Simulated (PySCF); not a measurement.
**InH₂⁺, singlet: structure and spectrum**

All numbers come from PySCF, PBE0, basis In def2-TZVP with ECP28, H def2-TZVP (scalar-relativistic core potentials, no spin–orbit coupling, density fitting).

The structure is a minimum.

```xyz
3
charge 1 multiplicity 1, angstrom
In    0.0000    0.0000    0.0000
H     0.0000    0.0000    1.6655
H     0.0000    0.0000   -1.6655
```

```json
{
  "Point group": "D∞h",
  "Bond lengths": "In–H 1.666 Å (×2)",
  "Bond angles": "H–In–H 180.0°",
  "Entropy at 298.15 K and 1 bar": "209.1 J/(mol K)",
  "Heat capacity Cp at 298.15 K": "36.9 J/(mol K)",
  "Principal quadrupole moments (Buckingham, traceless) about the centre of mass": "-1.97, 0.98, 0.98 D Å",
  "Enthalpy at 298.15 K above 0 K": "9.38 kJ/mol",
  "Dipole moment about the centre of mass": "0.00 D",
  "Rotational symmetry number": "2",
  "Highest occupied level": "-15.73 eV",
  "Principal polarisabilities": "20.5, 20.5, 34.4 bohr³",
  "Lowest empty level": "-7.84 eV",
  "Rotational constants": "3.015 cm⁻¹",
  "Zero-point energy": "31.8 kJ/mol"
}
```

Harmonic modes (masses in u: In 114.904, H 1.008):
| symmetry | ω (cm⁻¹) | IR (km/mol, summed over degenerate members) | μ (u) | type |
| --- | --- | --- | --- | --- |
| πu | 652 | 71.5 | 1.03 | bend |
| σg+ | 1968 | 0.0 | 1.01 | stretch |
| σu+ | 2051 | 6.6 | 1.03 | stretch |

In D∞h the vibrations span πu + σg+ + σu+. The σg+ mode carries no infrared intensity, as symmetry demands. With a centre of inversion only u modes can be infrared active and only g modes Raman active.

Charges (e):
```json
{"atom": "In1", "Mulliken": "0.75", "Löwdin": "1.00", "polar tensor": "1.20", "Mayer order to In1": "–"}
{"atom": "H2,3", "Mulliken": "0.12", "Löwdin": "0.00", "polar tensor": "-0.10", "Mayer order to In1": "0.90"}
```

Mulliken populations on In1 (electrons outside its core potential): s 3.44, p 6.79, d 9.99, f 0.02.

Counting electrons, indium keeps none of its valence electrons outside its bonds, so the VSEPR class is AX2 and the expected shape is linear (D∞h), as computed.

This need not be the most stable arrangement of these atoms.

The final relaxation and frequency run took of the order of 50 core-seconds on a shared host.
